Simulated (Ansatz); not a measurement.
Compare A (`F/C=C(/Cl)Br`) with its isomer B (`F/C(Br)=C/Cl`).

Gas-phase electronic energies from Ansatz, PBE0-D4/def2-TZVP geometries. CCSD(T)/CBS is the MP2 limit (def2-TZVPP, def2-QZVPP) plus CCSD(T) − MP2 in def2-TZVPP, frozen cores. Double bonds are as drawn, so ΔE can hold a change between cis and trans. DFT in def2-TZVPP. For Br outer-core shells are correlated without core-valence functions, which leaves a few kJ/mol of doubt a bond. Scalar relativity is left out up to krypton.

Problem. Which is lower in electronic energy at CCSD(T)/CBS, and by how much? (Estimate.)

Solution. The calculation gave: B, by 5.3 kJ/mol.

Problem. Give E(B) − E(A) in kJ/mol with PBE-D4, PBE0-D4, CCSD/def2-TZVPP, ωB97M-V, B2PLYP, CCSD(T)/def2-TZVPP, MP2/def2-TZVPP. (Best estimate.)

Solution. Ansatz gave: PBE-D4 -7.5, PBE0-D4 -7.2, CCSD/def2-TZVPP -5.0, ωB97M-V -6.9, B2PLYP -5.9, CCSD(T)/def2-TZVPP -5.1, MP2/def2-TZVPP -5.2. None reverses the order clearly.

Largest T1 diagnostic: 0.010.
